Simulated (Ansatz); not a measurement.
Two structures of CH$_{7}$AlSe, singlet, reached by relaxing down either side of one saddle point (PBE0-D4/def2-TZVP). Energies are electronic, without zero-point energy. Computed with Ansatz 0.2.0 (basis: def2-TZVPP and def2-QZVPP); correlated methods freeze the cores. Filled d shells of the heavier atoms are correlated. The def2 sets are not built for correlating such inner shells, so the correlated values are less sure here. Extrapolation: Hartree–Fock as exp(−7.88 √X), correlation as X^−2.97. First:

Al1  (-1.070, -0.101, -0.305)
C2  (0.070, -1.046, 0.990)
H3  (-1.371, -0.780, -1.722)
H4  (-2.096, 1.008, 0.222)
H5  (1.207, 2.171, -0.067)
Se6  (0.626, 1.704, -1.333)
H7  (-0.504, -1.832, 1.494)
H8  (0.925, -1.537, 0.514)
H9  (0.452, -0.384, 1.773)
H10  (1.759, 0.798, -1.564)
(Å)

Second:

```
10
angstrom
Al -0.9883 0.4629 -0.9745
C 0.4708 -0.8034 1.3219
H -0.7572 -0.9328 -1.6775
H -2.2116 0.8027 -0.0343
H 0.8723 0.0528 0.7698
Se 0.3801 2.2541 -1.5436
H -0.6217 -0.8274 1.2951
H 0.8666 -1.7250 0.8996
H 0.7790 -0.6993 2.3619
H 1.2101 1.4153 -2.4185
```

Q: Which bonds change from the first to the second?

A: CH₅Al ([CH3][AlH2]) + H₂Se → AlH₃Se ([AlH2][SeH]) + CH₄; bonds formed: C2–H5; dative contacts that become bonds: Al1–Se6; bonds broken: Al1–C2, H5–Se6.

Q: Give the saddle point's structure and its height above each. (Judge from chemistry; the value comes from the calculation.)

A: By the calculation: 0.704 eV above the first and 1.690 eV above the second (CCSD(T) at an estimated basis limit (MP2 extrapolated from triple and quadruple zeta, plus CCSD(T) − MP2 in triple zeta)).
Al1  (-1.009, 0.080, -0.464)
C2  (0.271, -0.700, 0.967)
H3  (-1.120, -0.879, -1.719)
H4  (-2.198, 0.860, 0.232)
H5  (0.686, 0.603, 0.116)
Se6  (0.756, 1.887, -0.974)
H7  (-0.470, -1.477, 1.222)
H8  (1.173, -1.234, 0.661)
H9  (0.465, -0.159, 1.896)
H10  (1.448, 1.019, -1.936)
(Å)

No T1 diagnostic of these runs exceeds 0.010.

Exchanges of this kind with a chalcogen hydride build sulfide and selenide films.

Labels in which every atom is bracketed show which atoms are joined, not bond orders.

For scale, one of the runs: CCSD(T)/def2-TZVPP, 219 basis functions, launched by `ansatz run in.yaml --threads 4 --pin off --events-out ev --progress --plain --max-ram 9574MiB`. Hardware: 4 CPU threads of an Arm Neoverse V1, shared host. Wall time 78 s; peak host memory 3.2 GiB.
